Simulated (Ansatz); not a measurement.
Consider the formal exchange of groups at the Si–C bond: `C[SiH](C)CCl` + `[NH2][AlH][Cl]` → `C[SiH](C)[AlH][NH2]` + `ClCCl`.

Computed with Ansatz on PBE0-D4/def2-TZVP structures; ΔE is electronic, products minus reactants. CCSD(T)/CBS is the MP2 limit (def2-TZVPP, def2-QZVPP) plus CCSD(T) − MP2 in def2-TZVPP, frozen cores. This one scheme is used for every species. Functionals use def2-TZVPP. B3LYP here is the variant with VWN-RPA as its local correlation; programs differ in this. Each species was taken in one conformer, which may not be the lowest.

| level | ΔE (kJ/mol) | difference from CCSD(T)/CBS |
| --- | --- | --- |
| PBE-D4 | 222.2 | -27.4 |
| r2SCAN-D4 | 247.9 | -1.7 |
| B3LYP-D4 | 244.3 | -5.3 |
| ωB97X-V | 245.8 | -3.8 |
| ωB97M-V | 255.2 | 5.6 |
| B2PLYP | 248.4 | -1.2 |
| PBE | 219.8 | -29.8 |
| r2SCAN | 247.4 | -2.2 |
| B3LYP | 240.4 | -9.2 |
| HF/def2-TZVPP | 265.3 | 15.7 |
| MP2/def2-TZVPP | 258.7 | 9.1 |
| SCS-MP2/def2-TZVPP | 253.6 | 4.0 |
| HF/def2-QZVPP | 265.7 | 16.1 |
| MP2/def2-QZVPP | 260.3 | 10.7 |
| MP2/CBS(def2) | 261.3 | 11.7 |
| CCSD/CBS(def2) | 253.2 | 3.6 |
| CCSD(T)/CBS | 249.6 | 0 |

Largest T1 diagnostic among the species: 0.011.

From PBE to PBE0 (25 % exact exchange), in def2-TZVPP and without D4, ΔE moves by +13.3 kJ/mol. In def2-TZVPP, CCSD(T) changes the Hartree–Fock value by −18.3 kJ/mol (the triples alone add −3.6 kJ/mol) and MP2 by −6.6 kJ/mol.
